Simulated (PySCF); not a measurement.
LDA on P (phosphorus, neutral), [Ne] 3s2 3p2 3d1, one real determinant (an excited configuration). Computed with PySCF 2.14 in dyall-av3z (19s12p3d2f, 84 functions), with the spin-free X2C one-electron Hamiltonian (Gaussian nucleus).

```
cycle= 1 E= -340.492524565366  delta_E= -0.0178  |g|= 0.0492  |ddm|= 0.256
cycle= 2 E= -340.492725472225  delta_E= -0.000201  |g|= 0.0172  |ddm|= 0.0603
cycle= 3 E= -340.49276960755  delta_E= -4.41e-05  |g|= 0.000741  |ddm|= 0.0156
cycle= 4 E= -340.49276988665  delta_E= -2.79e-07  |g|= 0.00051  |ddm|= 0.00234
cycle= 5 E= -340.49276999795  delta_E= -1.11e-07  |g|= 8.09e-06  |ddm|= 0.000652
cycle= 6 E= -340.492769997902  delta_E= 4.86e-11  |g|= 1.57e-06  |ddm|= 7.45e-05
converged SCF energy = -340.492769997902  <S^2> = 3.7505063  2S+1 = 4.0002532
```

Highest occupied orbital energy: 0.665 eV; ⟨L²⟩ = 7.99; populations by l: s 6.00, p 8.00, d 1.00, f 0.00.

Question: Can this result be used?

Answer: Not for this state. The run converged. ⟨L²⟩ = 7.99 against 12 for a pure F term, so this real determinant mixes terms. The outer electron is Rydberg-like, and this basis confines it to a smaller radius and binds it less than a complete one would. At LDA the highest occupied level has a positive energy, so only the finite basis holds that electron; for this excited configuration the basis is too tight for the outer shell.
